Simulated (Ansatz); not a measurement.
Frontier orbitals of C4H12Se4Si, SMILES `C[Se][Si]([Se]C)([Se]C)[Se]C`.

Z-matrix (Å, degrees):
```
C
Se 1 1.956
H 1 1.088 2 109.7
H 1 1.089 2 106.3 3 119.3
H 1 1.088 2 109.7 3 -121.4
Si 2 2.271 1 96.1 3 60.8
Se 6 2.271 2 112.9 1 -58.2
Se 6 2.271 2 112.9 1 57.9
Se 6 2.271 2 102.8 1 179.9
C 7 1.956 6 96.1 2 -58.2
C 8 1.956 6 96.1 2 57.9
C 9 1.956 6 96.1 2 179.9
H 10 1.088 7 109.7 6 60.6
H 10 1.088 7 109.7 6 -60.8
H 10 1.089 7 106.3 6 179.9
H 11 1.088 8 109.7 6 -60.7
H 11 1.088 8 109.7 6 60.7
H 11 1.089 8 106.3 6 -180.0
H 12 1.088 9 109.7 6 60.9
H 12 1.088 9 109.7 6 -60.5
H 12 1.089 9 106.3 6 -179.8
```

Charge 0, multiplicity 1. Correlated methods include outer-core shells of Se, which these sets cover unevenly. Scalar relativity is left out up to krypton. All single points use the PBE0-D4/def2-TZVP geometry. It is one conformer, not always the lowest. Basis def2-TZVPP, Ansatz.

```json
{"functional": "PBE", "HOMO (eV)": "-5.29", "LUMO (eV)": "-1.69", "gap (eV)": "3.60"}
{"functional": "PBE0", "HOMO (eV)": "-6.39", "LUMO (eV)": "-0.89", "gap (eV)": "5.50"}
{"functional": "HSE06 (plane-wave form)", "HOMO (eV)": "-6.00", "LUMO (eV)": "-1.26", "gap (eV)": "4.74"}
{"functional": "CAM-B3LYP", "HOMO (eV)": "-7.64", "LUMO (eV)": "0.11", "gap (eV)": "7.75"}
{"functional": "LC-ωPBE", "HOMO (eV)": "-8.97", "LUMO (eV)": "1.22", "gap (eV)": "10.19"}
{"functional": "ωB97M-V", "HOMO (eV)": "-8.51", "LUMO (eV)": "0.88", "gap (eV)": "9.39"}
```

A quarter of exact exchange (PBE0) shifts PBE's HOMO by −1.10 eV and its LUMO by +0.80 eV; full exchange at long range (ωB97M-V) shifts them by −3.22 and +2.57 eV. The gap opens from 3.60 to 9.39 eV, since occupied levels lose self-interaction and empty ones feel all the electrons. A positive LUMO is unbound and depends on the basis.

LC-ωPBE has ω = 0.4 bohr⁻¹.
